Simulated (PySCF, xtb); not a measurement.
C2H11NSi3, SMILES [SiH3][C@@H]1[SiH2]CN1[SiH3].

GFN2-xTB (xtb 6.7.1) at its own geometry gives an orbital gap of 3.24 eV and a dipole moment of 1.55 D.

Geometry: PBE-D3(BJ)/def2-SVP. The structure was generated by enumeration; whether it is a known compound was not checked.

**Question.** What does PySCF with PBE0/def2-TZVP give? (The exact figures need the calculation; the answer reports its results.)

**Answer.** gap 6.13 eV (levels -6.43 and -0.30 eV), dipole 1.32 D.
